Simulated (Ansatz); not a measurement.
Z-matrix (Å, degrees):
```
Ge
C 1 1.935
F 1 1.748 2 107.1
H 1 1.537 2 112.9 3 115.8
H 1 1.537 2 112.9 3 -115.8
Ge 2 1.960 1 114.2 3 -179.7
H 2 1.092 1 108.5 3 58.8
H 2 1.092 1 108.4 3 -58.2
H 6 1.538 2 109.8 1 60.1
H 6 1.538 2 109.9 1 -59.5
H 6 1.537 2 109.9 1 -179.7
```

Charge 0, multiplicity 1.

(1) List the ωB97M-V/def2-TZVPP orbital energies in eV (Ansatz 0.2.0). (An estimate is asked.)

## Answers

(1) Ansatz gave: Occupied: -10867.11, -10866.63, -1362.89, -1362.48, -1210.63, -1210.61, -1210.61, -1210.20, -1210.20, -1210.20, -676.37, -281.77, -174.75, -174.26, -124.05, -123.96, -123.95, -123.50, -123.50, -123.50, -37.23, -36.80, -36.79, -36.71, -36.71, -36.31, -36.31, -36.30, -36.23, -36.23, -34.13, -22.76, -18.39, -17.76, -14.90, -14.39, -13.97, -13.92, -12.49, -11.89, -11.69, -11.68, -10.98. Lowest empty: 1.73, 2.02, 2.74, 3.15, 3.25, 3.80, 4.02, 4.03.
